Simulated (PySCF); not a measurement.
The dipole of `O=C(O)c1ccccc1C(F)(F)F` (2-(trifluoromethyl)benzoic acid) from its density and from atomic charges.

Coordinates (GFN2-xTB, Å) and charges (e) from the PBE0/pcSseg-1 density (PySCF):

```csv
atom,x,y,z,Mulliken,IAO,Hirshfeld,ESP-fitted
O1,-1.723,1.675,-1.852,-0.3950,-0.4577,-0.2642,-0.5261
C2,-1.505,1.158,-0.789,+0.5084,+0.5270,+0.2033,+0.6406
O3,-2.388,1.128,0.208,-0.3557,-0.4646,-0.1644,-0.5669
C4,-0.192,0.548,-0.423,-0.1606,-0.0464,-0.0126,+0.0557
C5,0.949,1.189,-0.896,+0.0136,-0.1237,-0.0304,-0.2241
C6,2.208,0.719,-0.575,-0.0410,-0.1365,-0.0312,-0.0802
C7,2.342,-0.408,0.218,-0.0479,-0.1340,-0.0307,-0.1718
C8,1.217,-1.074,0.671,+0.0068,-0.1368,-0.0423,-0.0838
C9,-0.051,-0.605,0.354,-0.3286,-0.0522,-0.0306,-0.0987
C10,-1.246,-1.388,0.836,+0.9637,+0.8017,+0.2571,+0.4630
F11,-2.213,-1.499,-0.088,-0.2737,-0.2780,-0.0920,-0.1568
F12,-1.811,-0.863,1.935,-0.2668,-0.2730,-0.1008,-0.1606
F13,-0.915,-2.649,1.168,-0.2746,-0.2838,-0.0867,-0.1760
H14,-3.229,1.528,-0.063,+0.2494,+0.3780,+0.1947,+0.4432
H15,0.823,2.063,-1.517,+0.0992,+0.1765,+0.0577,+0.1839
H16,3.084,1.231,-0.943,+0.1032,+0.1650,+0.0611,+0.1472
H17,3.321,-0.780,0.476,+0.1034,+0.1645,+0.0607,+0.1586
H18,1.320,-1.968,1.267,+0.0961,+0.1740,+0.0516,+0.1529
```

Problem. What dipole does each set of charges give (1 e·Å = 4.803 D), and what does the density give?

Solution. The full density gives (2.46, 0.76, 0.73) D, 2.68 D in size; dipole vectors point from the negative to the positive end.

| scheme | μx | μy | μz | size (D) | share of the full size (%) | angle to the full dipole (°) |
| --- | --- | --- | --- | --- | --- | --- |
| Mulliken | 4.01 | 0.52 | 0.55 | 4.08 | 152 | 12 |
| IAO | 3.83 | 1.19 | 0.44 | 4.03 | 150 | 10 |
| Hirshfeld | 1.66 | 0.28 | 0.78 | 1.86 | 69 | 11 |
| ESP-fitted | 2.50 | 0.76 | 0.74 | 2.72 | 101 | 0 |

Problem. Which set comes closest?

Solution. Length of the difference vector: ESP-fitted 0.04 D, Hirshfeld 0.93 D, IAO 1.46 D, Mulliken 1.57 D. Closest: ESP-fitted. ESP charges are fitted to the potential around the molecule, whose slowest-falling term is the dipole's. The schemes that divide the density aren't constrained to reproduce the dipole.

Problem. What is left for the Hirshfeld atoms' own dipoles?

Solution. The Hirshfeld atoms' densities add up to the full density, so μ = Σ q r + Σ (atomic dipoles). The atomic dipoles sum to (2.46, 0.76, 0.73) − (1.66, 0.28, 0.78) = (0.80, 0.48, -0.05) D, 0.93 D in size.

Problem. With the origin at the mean of the coordinates, (0.000, 0.000, -0.001) Å, which are the largest single terms, by size, of the Hirshfeld dipole along the direction of the full one?

Solution. H14 -2.39, O1 +2.05, C10 -1.62, O3 +1.44, C2 -1.24 D; all 18 atoms together +1.82 D. The single terms depend on the origin, their sum doesn't.

Problem. Give the size of the full dipole in other units.

Solution. 2.68 D = 1.054 au = 0.558 e·Å = 8.94 × 10⁻³⁰ C·m.

Isolated species at its GFN2-xTB geometry (one conformer only).

Shape of the structure used: `[O:1]=[C:2]([OH:3])[c:4]1[cH:5][cH:6][cH:7][cH:8][c:9]1[C:10]([F:11])([F:12])[F:13]`: O1–C2–C4–C5 37°, C8–C9–C10–F11 -138°, H–O3–C2–O1 3°.
